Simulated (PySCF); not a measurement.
Cost of excited-state runs on SMILES C[C@H]1CC[C@H]1CBr, C6H11Br

Molfile (atoms numbered from 1):
```
C6H11Br
     RDKit          3D

 18 18  0  0  0  0  0  0  0  0999 V2000
   -0.6970   -1.5818    0.4136 C   0  0  0  0  0  0  0  0  0  0  0  0
   -0.5098   -0.5034   -0.6401 C   0  0  1  0  0  0  0  0  0  0  0  0
   -1.4662    0.6929   -0.4652 C   0  0  0  0  0  0  0  0  0  0  0  0
   -0.3009    1.5371    0.0707 C   0  0  0  0  0  0  0  0  0  0  0  0
    0.6818    0.4654   -0.4347 C   0  0  1  0  0  0  0  0  0  0  0  0
    1.7967    0.0946    0.5135 C   0  0  0  0  0  0  0  0  0  0  0  0
    2.9206   -1.3252   -0.2314 Br  0  0  0  0  0  0  0  0  0  0  0  0
   -0.7373   -1.1528    1.4126 H   0  0  0  0  0  0  0  0  0  0  0  0
   -1.6360   -2.1016    0.2337 H   0  0  0  0  0  0  0  0  0  0  0  0
    0.1058   -2.3145    0.3731 H   0  0  0  0  0  0  0  0  0  0  0  0
   -0.5292   -0.9653   -1.6290 H   0  0  0  0  0  0  0  0  0  0  0  0
   -1.8594    1.0658   -1.4083 H   0  0  0  0  0  0  0  0  0  0  0  0
   -2.2922    0.5321    0.2242 H   0  0  0  0  0  0  0  0  0  0  0  0
   -0.3036    1.6170    1.1568 H   0  0  0  0  0  0  0  0  0  0  0  0
   -0.1832    2.5314   -0.3547 H   0  0  0  0  0  0  0  0  0  0  0  0
    1.1137    0.7499   -1.3975 H   0  0  0  0  0  0  0  0  0  0  0  0
    2.4590    0.9440    0.6843 H   0  0  0  0  0  0  0  0  0  0  0  0
    1.4283   -0.2793    1.4667 H   0  0  0  0  0  0  0  0  0  0  0  0
  1  2  1  0
  2  3  1  0
  3  4  1  0
  4  5  1  0
  5  6  1  0
  6  7  1  0
  5  2  1  0
  1  8  1  0
  1  9  1  0
  1 10  1  0
  2 11  1  6
  3 12  1  0
  3 13  1  0
  4 14  1  0
  4 15  1  0
  5 16  1  6
  6 17  1  0
  6 18  1  0
M  END
```

PySCF with density fitting, on 1 thread of an Arm Neoverse V2, shared host. Command: `OMP_NUM_THREADS=1 python excited_run.py task.json out`

How long does this run take, and how much memory?
- circular dichroism and optical rotation, B3LYP/def2-SVPD; 8 states


```csv
run,level,basis functions,wall time,peak memory (GiB)
circular dichroism and optical rotation,B3LYP/def2-SVPD,249,120 s,1
```
Times from a shared host are rough.
